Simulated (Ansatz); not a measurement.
Start from `O[Si](O)([SiH3])Cl` and change one atom or group to get `N[Si](O)([SiH3])Cl`.

Ansatz, PBE0-D4/def2-TZVP geometries, multiplicity 1. Each molecule was computed in one conformer, which needn't be the lowest.

```tsv
property	`O[Si](O)([SiH3])Cl`
HOMO–LUMO gap (PBE0/def2-TZVPP) / eV	8.37
LUMO energy (PBE/def2-TZVPP) / eV	-0.79
HOMO–LUMO gap (B3LYP/def2-TZVPP) / eV	7.97
size of the dipole moment (PBE/def2-TZVPP) / D	1.25
HOMO energy (ωB97M-V/def2-TZVPP) / eV	-10.36
LUMO energy (PBE0/def2-TZVPP) / eV	0.07
```

**Question.** Give the same properties after the change, and the shifts. (Best estimate.)

**Answer.** Ansatz gave: 
```json
{"property": "HOMO–LUMO gap (PBE0/def2-TZVPP) / eV", "`N[Si](O)([SiH3])Cl`": "7.96", "shift": "-0.41"}
{"property": "LUMO energy (PBE/def2-TZVPP) / eV", "`N[Si](O)([SiH3])Cl`": "-0.78", "shift": "0.01"}
{"property": "HOMO–LUMO gap (B3LYP/def2-TZVPP) / eV", "`N[Si](O)([SiH3])Cl`": "7.56", "shift": "-0.41"}
{"property": "size of the dipole moment (PBE/def2-TZVPP) / D", "`N[Si](O)([SiH3])Cl`": "1.28", "shift": "0.03"}
{"property": "HOMO energy (ωB97M-V/def2-TZVPP) / eV", "`N[Si](O)([SiH3])Cl`": "-10.03", "shift": "0.33"}
{"property": "LUMO energy (PBE0/def2-TZVPP) / eV", "`N[Si](O)([SiH3])Cl`": "0.06", "shift": "-0.01"}
```

The zero-point energy changes by 30.4 kJ/mol with +3 modes. Dipoles are sizes alone; their direction can turn.

Positive LUMOs are unbound, so they and the gaps depend on the basis.

B3LYP here is the variant with VWN-RPA as its local correlation; programs differ in this.
